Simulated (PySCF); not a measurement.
Simulation results for B$_{2}$H$_{6}$NSi

All values are calculated (PySCF 2.14.0). Calculation on a computer-drawn molecule: the log of a Hartree-Fock and frozen-core CCSD(T) single point meant for a local Hartree-Fock minimum, with one planted fault or none, to be diagnosed. Offsets are logged minus clean, where the clean run is the same molecule without the fault. The reference is restricted for singlets and unrestricted otherwise, and also for a bond in bohr or an excited solution. Adding or removing an electron swaps singlet and doublet. The excited solution moves the top pair (singlet) or top alpha electron (doublet) to the lowest empty orbital. Highest occupied and lowest empty are orbital energies over both spins, largest force is the largest gradient component, triples share is (T) over the correlation energy, the T1 limit is 0.02 restricted and 0.045 unrestricted, electrons count all cores, a negative frequency is imaginary (commonest isotopes), and the dipole is about the centre of nuclear charge.

```yaml
- formula: B2H6NSi
  logged_structure:
    atoms_angstrom:
      - [B, -2.6628, 1.5589, 0.5868]
      - [B, -1.5361, 0.4763, 1.2817]
      - ["N", -0.6741, -0.3689, 1.7931]
      - [Si, -0.0425, -1.9399, 1.0279]
      - [H, -2.965, 2.5277, 1.205]
      - [H, -3.1001, 1.3005, -0.4878]
      - [H, -0.3036, -0.1469, 2.7111]
      - [H, -0.7522, -1.9866, -0.255]
      - [H, 1.4037, -1.7451, 0.9062]
      - [H, -0.4275, -2.9964, 1.9659]
  given:
    meant_charge: 1
    meant_multiplicity: 1
    meant_basis: "cc-pV(D+d)Z"
    logged_electrons: 36
    logged_basis_functions: 95
    logged_SCF_converged: "yes"
    logged_spin_squared: 2.0196
    "logged_highest_occupied [eV]": -12.648
    "logged_lowest_empty [eV]": -7.4073
    "logged_largest_force [hartree/bohr]": 0.16207
    logged_T1_diagnostic: 0.02806
    logged_D1_diagnostic: 0.1352
    logged_triples_share: 0.02615
    logged_CC_converged: "yes"
    "logged_dipole_magnitude [debye]": 4.0377
    logged_SCF_stable_within_its_kind: "yes"
    "logged_energy_HF [hartree]": -395.84937
    "logged_energy_CCSD(T) [hartree]": -396.28867
    possible_faults: "no fault, one electron removed, one electron added, multiplicity raised by two, geometry at a saddle point, SCF held on an excited solution, minimal basis STO-3G, one bond length entered in bohr, all coordinates scaled"
    drawn_bonds_atom: [1, 2, 3, 1, 1, 3, 4, 4, 4]
    drawn_bonds_other_atom: [2, 3, 4, 5, 6, 7, 8, 9, 10]
    drawn_bonds_order: [1, 1, 1, 1, 1, 1, 1, 1, 1]
  results:
    planted_fault: "multiplicity raised by two"
    "HF_energy_offset_from_clean_run [kcal/mol]": 106.3
    "CCSD(T)_energy_offset_from_clean_run [kcal/mol]": 124.3
```
